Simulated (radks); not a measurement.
Polarisability of neutral iron, [Ar] 3d6 4s2, at imaginary frequency. Method: non-relativistic Kohn-Sham, LDA (Slater exchange, VWN5 correlation), spin-unpolarised, spherical densities, point nucleus; computed with a radial shooting solver on a logarithmic mesh with Libxc functionals. Response by self-consistent Sternheimer equations with the Hartree and adiabatic LDA kernel.

w (hartree),alpha1(iw) (bohr^3)
0.00266,56.09
0.0143,55.79
0.0360,54.16
0.0697,49.53
0.118,40.93
0.186,29.98
0.280,19.86
0.413,12.39
0.605,7.524
0.892,4.504
1.35,2.630
2.12,1.442
3.59,0.6861
6.94,0.2469
17.5,0.05158

Static values: alpha1 = 56.10 bohr^3 (8.313 angstrom^3; uncoupled 104.1). C6 = 492.2, triple-dipole C9 = 19770 atomic units. One-pole (London) frequency 4 C6 / (3 alpha1^2) = 0.209 hartree, against 0.198 for minus the highest occupied eigenvalue. The dipole shielding factor is 1.000, as the force sum rule N/Z = 1.000 demands. Recommended static value: 62 bohr^3 (Schwerdtfeger and Nagle, 2023 table).

Beside tabulated values, note that spin-unpolarised runs miss the spin-polarisation part of the exchange energy of open shells.
